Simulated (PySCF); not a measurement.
C4H9FSi, SMILES C[SiH](C)/C=C\F.

The structure is a stationary point at PBE0-D3(BJ)/def2-SVP. The structure was generated by enumeration; whether it is a known compound was not checked. Other conformers were not sampled.

Computed with PBE0-D3(BJ)/def2-SVP (PySCF 2.14.0).

Frequencies are harmonic and unscaled.

Problem. Estimate the vibrational spectrum. (An estimate is asked for; the answer gives what the named calculation found.)

Solution. 
```csv
mode,ν (cm⁻¹),IR (km/mol),moving atoms (share of kinetic energy)
1,39,1.3,"C 43 %, F 37 %, H 20 %"
2,114,1.1,"F 49 %, C 34 %, H 17 %"
3,167,0.2,H 95 %
4,168,0.9,"C 51 %, H 37 %, Si 9 %"
5,180,0.1,H 94 %
6,205,1.6,"C 46 %, H 39 %, Si 12 %"
7,259,5.8,"Si 43 %, H 25 %, C 18 %, F 15 %"
8,413,20.2,"C 64 %, H 30 %"
9,582,2.9,"C 59 %, H 20 %, Si 15 %"
10,619,8.2,H 93 %
11,657,8.6,"C 49 %, H 34 %, Si 9 %"
12,686,7.7,"H 48 %, C 34 %, Si 18 %"
13,707,1.9,"H 50 %, C 37 %, Si 13 %"
14,761,0.4,"H 64 %, C 24 %, Si 9 %"
15,788,78.5,"H 59 %, C 25 %, Si 15 %"
16,801,5.2,"C 45 %, H 44 %, F 8 %"
17,857,39.2,"H 62 %, C 25 %, Si 12 %"
18,904,198.2,"H 70 %, Si 14 %, C 14 %"
19,906,128.7,"H 80 %, C 11 %, Si 9 %"
20,963,0.1,"H 74 %, C 26 %"
21,1034,77.3,"H 59 %, F 22 %, C 19 %"
22,1232,69.7,"H 49 %, C 33 %, F 18 %"
23,1256,38.4,"H 77 %, C 22 %"
24,1263,7.6,"H 78 %, C 21 %"
25,1366,2.2,"H 74 %, C 25 %"
26,1423,0.9,H 96 %
27,1428,1.0,H 95 %
28,1432,9.1,H 96 %
29,1440,5.3,H 96 %
30,1719,146.2,C 94 %
31,2208,153.7,H 97 %
32,3057,3.6,H 97 %
33,3057,2.9,H 97 %
34,3163,0.4,"H 91 %, C 9 %"
35,3164,7.1,"H 91 %, C 9 %"
36,3168,2.6,"H 91 %, C 9 %"
37,3168,2.2,"H 91 %, C 9 %"
38,3195,4.9,H 92 %
39,3218,8.6,"H 91 %, C 9 %"
```
